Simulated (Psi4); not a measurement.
H₄F₃NSi₂ (SMILES N[SiH2][Si](F)(F)F), singlet, geometry from GFN2-xTB, atoms displaced at random by about 0.08 Å a coordinate; HF/6-31G, gradient in Psi4.

The Psi4 input:
```
memory 2 GB

molecule {
0 1
  Si    0.72946324    0.22179551    0.01204807
  F     1.25338037   -0.53799811    1.38928998
  F     0.91204806    1.78884006    0.45894614
  F     1.82493042   -0.20631119   -1.06901901
  Si   -1.44449302   -0.51879904   -0.67587814
  N    -2.72138518   -0.23696592    0.30733695
  H    -1.57382929    0.25876266   -2.07702340
  H    -1.26022536   -2.04035271   -1.04368351
  H    -2.72366003   -0.72029067    1.23119368
  H    -3.10175472    0.68124824    0.29732478
symmetry c1
no_reorient
no_com
}

set basis 6-31g

gradient('scf')
print_variables()
```

Problem. Predict the main parts of the log of this Psi4 run.

Solution. 
```
gradient() will perform analytic gradient computation.

   => Loading Basis Set <=

    Name: 6-31G
    Role: ORBITAL
    Keyword: BASIS

         ---------------------------------------------------------
                                   SCF
               by Justin Turney, Rob Parrish, Andy Simmonett
                          and Daniel G. A. Smith
                              RHF Reference
         ---------------------------------------------------------

  ==> Geometry <==

    Molecular point group: c1
    Full point group: C1

    Geometry (in Angstrom), charge = 0, multiplicity = 1:

       Center              X                  Y                   Z               Mass
    ------------   -----------------  -----------------  -----------------  -----------------
         SI           0.729463240000     0.221795510000     0.012048070000    27.976926534650
         F            1.253380370000    -0.537998110000     1.389289980000    18.998403162730
         F            0.912048060000     1.788840060000     0.458946140000    18.998403162730
         F            1.824930420000    -0.206311190000    -1.069019010000    18.998403162730
         SI          -1.444493020000    -0.518799040000    -0.675878140000    27.976926534650
         N           -2.721385180000    -0.236965920000     0.307336950000    14.003074004430
         H           -1.573829290000     0.258762660000    -2.077023400000     1.007825032230
         H           -1.260225360000    -2.040352710000    -1.043683510000     1.007825032230
         H           -2.723660030000    -0.720290670000     1.231193680000     1.007825032230
         H           -3.101754720000     0.681248240000     0.297324780000     1.007825032230

  Running in c1 symmetry.

  Rotational constants: A =      0.10965  B =      0.04390  C =      0.04134 [cm^-1]
  Rotational constants: A =   3287.10415  B =   1316.08980  C =   1239.37147 [MHz]
  Nuclear repulsion =  393.296443352258052

  Charge       = 0
  Multiplicity = 1
  Electrons    = 66
  Nalpha       = 33
  Nbeta        = 33

  ==> Algorithm <==

  SCF Algorithm Type is DF.
  DIIS enabled.
  MOM disabled.
  Fractional occupation disabled.
  Guess Type is SAD.
  Energy threshold   = 1.00e-08
  Density threshold  = 1.00e-08
  Integral threshold = 1.00e-12

  ==> Primary Basis <==

  Basis Set: 6-31G
    Blend: 6-31G
    Number of shells: 42
    Number of basis functions: 70
    Number of Cartesian functions: 70
    Spherical Harmonics?: false
    Max angular momentum: 1

   => Loading Basis Set <=

    Name: (6-31G AUX)
    Role: JKFIT
    Keyword: DF_BASIS_SCF

  ==> Integral Setup <==

  SCF_SUBTYPE=INCORE selected. In-core MEM_DF algorithm will be used.
  Using in-core AOs.

  ==> MemDFJK: Density-Fitted J/K Matrices <==

    J tasked:                   Yes
    K tasked:                   Yes
    wK tasked:                   No
    Algorithm:                 Core
    Schwarz Cutoff:           1E-12
    Mask sparsity (%):       6.1224
    Fitting Condition:        1E-10

   => Auxiliary Basis Set <=

  Basis Set: (6-31G AUX)
    Blend: CC-PVDZ-JKFIT
    Number of shells: 204
    Number of basis functions: 684
    Number of Cartesian functions: 684
    Spherical Harmonics?: false
    Max angular momentum: 3

  Minimum eigenvalue in the overlap matrix is 8.0862471339E-03.
  Reciprocal condition number of the overlap matrix is 1.8287236852E-03.
    Using symmetric orthogonalization.

  ==> Pre-Iterations <==

  SCF Guess: Superposition of Atomic Densities via on-the-fly atomic UHF (no occupation information).

   -------------------------
    Irrep   Nso     Nmo
   -------------------------
     A         70      70
   -------------------------
    Total      70      70
   -------------------------

  ==> Iterations <==

                           Total Energy        Delta E     RMS |[F,P]|

   @DF-RHF iter SAD:  -931.64488487058372   -9.31645e+02   0.00000e+00
   @DF-RHF iter   1:  -932.73463279077396   -1.08975e+00   8.67362e-03 DIIS/ADIIS
   @DF-RHF iter   2:  -932.85189436815301   -1.17262e-01   5.29517e-03 DIIS/ADIIS
   @DF-RHF iter   3:  -932.89988210557249   -4.79877e-02   4.73875e-04 DIIS/ADIIS
   @DF-RHF iter   4:  -932.90087295576211   -9.90850e-04   7.29449e-05 DIIS
   @DF-RHF iter   5:  -932.90089989937292   -2.69436e-05   3.12995e-05 DIIS
   @DF-RHF iter   6:  -932.90090267556343   -2.77619e-06   8.86321e-06 DIIS
   @DF-RHF iter   7:  -932.90090302985845   -3.54295e-07   1.71685e-06 DIIS
   @DF-RHF iter   8:  -932.90090305121703   -2.13586e-08   4.41573e-07 DIIS
   @DF-RHF iter   9:  -932.90090305243052   -1.21349e-09   1.98697e-07 DIIS
   @DF-RHF iter  10:  -932.90090305258377   -1.53250e-10   3.80111e-08 DIIS
   @DF-RHF iter  11:  -932.90090305259355   -9.77707e-12   7.76667e-09 DIIS
  Energy and wave function converged.

  ==> Post-Iterations <==

    Orbital Energies [Eh]
    ---------------------

    Doubly Occupied:

[...]
    Virtual:

[...]
      70A      2.447207

    Final Occupation by Irrep:
              A
    DOCC [    33 ]
    NA   [    33 ]
    NB   [    33 ]

  @DF-RHF Final Energy:  -932.90090305259355

   => Energetics <=

    Nuclear Repulsion Energy =            393.2964433522580521
    One-Electron Energy =               -2078.9275241269451726
    Two-Electron Energy =                 752.7301777220936856
    Total Energy =                       -932.9009030525935486

Computation Completed

Properties will be evaluated at   0.000000,   0.000000,   0.000000 [a0]

Properties computed using the SCF density matrix

 Multipole Moments:

 ------------------------------------------------------------------------------------
     Multipole            Electronic (a.u.)      Nuclear  (a.u.)        Total (a.u.)
 ------------------------------------------------------------------------------------

 L = 1.  Multiply by 2.5417464519 to convert [e a0] to [Debye]
 Dipole X            :          1.5870894           -3.4135123           -1.8264229
 Dipole Y            :         -3.3930656            3.3322174           -0.0608482
 Dipole Z            :          3.1709260           -3.2531575           -0.0822314
 Magnitude           :                                                    1.8292854

 ------------------------------------------------------------------------------------

         ------------------------------------------------------------
                                   SCF GRAD
                          Rob Parrish, Justin Turney,
                       Andy Simmonett, and Alex Sokolov
         ------------------------------------------------------------

  ==> Geometry <==

    Molecular point group: c1
    Full point group: C1

    Geometry (in Angstrom), charge = 0, multiplicity = 1:

       Center              X                  Y                   Z               Mass
    ------------   -----------------  -----------------  -----------------  -----------------
         SI           0.729463240000     0.221795510000     0.012048070000    27.976926534650
         F            1.253380370000    -0.537998110000     1.389289980000    18.998403162730
         F            0.912048060000     1.788840060000     0.458946140000    18.998403162730
         F            1.824930420000    -0.206311190000    -1.069019010000    18.998403162730
         SI          -1.444493020000    -0.518799040000    -0.675878140000    27.976926534650
         N           -2.721385180000    -0.236965920000     0.307336950000    14.003074004430
         H           -1.573829290000     0.258762660000    -2.077023400000     1.007825032230
         H           -1.260225360000    -2.040352710000    -1.043683510000     1.007825032230
         H           -2.723660030000    -0.720290670000     1.231193680000     1.007825032230
         H           -3.101754720000     0.681248240000     0.297324780000     1.007825032230

  Nuclear repulsion =  393.296443352258052

  ==> Basis Set <==

  Basis Set: 6-31G
    Blend: 6-31G
    Number of shells: 42
    Number of basis functions: 70
    Number of Cartesian functions: 70
    Spherical Harmonics?: false
    Max angular momentum: 1

  ==> DFJKGrad: Density-Fitted SCF Gradients <==

    Gradient:                    1
    J tasked:                  Yes
    K tasked:                  Yes
    wK tasked:                  No
    Integrals threads:           1
    Schwarz Cutoff:          1E-12
    Fitting Condition:       1E-10

   => Auxiliary Basis Set <=

  Basis Set: (6-31G AUX)
    Blend: CC-PVDZ-JKFIT
    Number of shells: 204
    Number of basis functions: 684
    Number of Cartesian functions: 684
    Spherical Harmonics?: false
    Max angular momentum: 3

  -Total Gradient:
     Atom            X                  Y                   Z
    ------   -----------------  -----------------  -----------------
       1        0.039982221343     0.012113508026    -0.036134039114
       2       -0.000425053827     0.004788704924    -0.005550997487
       3       -0.001905798081    -0.015328698778     0.004885886976
       4       -0.032388070738     0.004624686299     0.034046347050
       5       -0.071169732849     0.027874013048     0.105397644272
       6        0.033848454252    -0.004033803003    -0.087035712948
       7        0.000919946916     0.015165421577    -0.030874808147
       8        0.000924294252    -0.027024582585    -0.010411517501
       9        0.015395048013    -0.021048982860     0.033530264179
      10        0.014818690708     0.002869733352    -0.007853067286

  Variable Map:
  ----------------------------------------------------------------------------
[...]
  Array Variable Map:
  ----------------------------------------------------------------------------
[...]
[...]
```
